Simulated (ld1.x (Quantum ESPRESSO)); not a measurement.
# Which change was made? (Mo, TM)

```
Element                 : Mo
Generator               : ld1.x (Quantum ESPRESSO) 7.5
Type                    : norm-conserving Troullier–Martins (Kleinman–Bylander form)
Functional              : revPBE
Relativity              : fully relativistic
Frozen core             : [Kr]
Valence charge          : 6
Reference configuration : 4d4.5 5s0 5p0 (charge +1.5)
Partial waves           : 5s (bound, empty): rc 2.25 bohr; 5p (bound, empty): rc 2.55 bohr; 4d (bound): rc 1.55 bohr
Local potential         : all-electron potential smoothed inside 1.85 bohr (lloc = -1)
Core correction         : Bessel-smoothed model core inside 0.85 bohr
```

Open shells are filled in proportion to 2j + 1 (rel_dist='average').

Cutoffs, loose and tight: the cutoffs (Ry, on a coarse ladder) from which the occupation-weighted sum of valence levels, in a spherical-Bessel basis at the reference potential, stays within 10 and 1 mRy of its value at 400 Ry. They do not see the model core or the augmentation charge, which bear on the density cutoff. Test errors are all-electron minus pseudo excitation energies from the reference, over the configurations 4d5 5s1 5p0; 4d5 5s0 5p0; 4d4 5s0 5p0; 4d5 5s0 5p1; 4d5.5 5s0.5 5p0; 4d2 5s0 5p0; 4d5 5s0.5 5p0; variants that change the core or the reference have their own tests. The largest error is taken over the tests solved by every variant that gives reliable tests at all, those not shown here included: 4d2 5s0 5p0; 4d4 5s0 5p0; 4d5 5s0 5p0; 4d5 5s0.5 5p0; 4d5 5s1 5p0; 4d5.5 5s0.5 5p0.

The base gives: outcome: generated; cutoff, loose: 45 Ry; cutoff, tight: 50 Ry; bound ghosts: s, p3/2, p1/2; largest test error (meV): -1260.

Task: After one change the result is: outcome: generated; cutoff, loose: 100 Ry; cutoff, tight: 180 Ry; bound ghosts: none; largest test error (meV): -71. Which change was it?
A. scalar-relativistic
B. reference 4d5 5s1 5p0
C. all radii but the core radius scaled by about 0.81 (s 1.82, p 2.06, d 1.24 bohr); local potential all-electron potential smoothed inside 1.50 bohr (lloc = -1)
D. local potential all-electron potential smoothed inside 1.18 bohr (lloc = -1)
E. core [Ar] 3d10, valence charge 14; reference 4s2 4p6 4d5 5s0 5p0; waves now 4s (bound): rc 1.00 bohr; 4p (bound): rc 1.45 bohr; 4d (bound): rc 2.35 bohr; local potential the d channel; core correction Bessel-smoothed model core inside 1.00 bohr

Result: E. The others give: local potential all-electron potential smoothed inside 1.18 bohr (lloc = -1) → outcome: generated; cutoff, loose: 45 Ry; cutoff, tight: 50 Ry; bound ghosts: s, p1/2, p3/2; largest test error (meV): -1239 | scalar-relativistic → outcome: generated; cutoff, loose: 45 Ry; cutoff, tight: 50 Ry; bound ghosts: s, p; largest test error (meV): -1264 | all radii but the core radius scaled by about 0.81 (s 1.82, p 2.06, d 1.24 bohr); local potential all-electron potential smoothed inside 1.50 bohr (lloc = -1) → outcome: generated; cutoff, loose: 60 Ry; cutoff, tight: 90 Ry; bound ghosts: s, p3/2, p1/2; largest test error (meV): -1249 | reference 4d5 5s1 5p0 → outcome: generated; cutoff, loose: 45 Ry; cutoff, tight: 50 Ry; bound ghosts: s, p3/2, p1/2; largest test error (meV): -430.
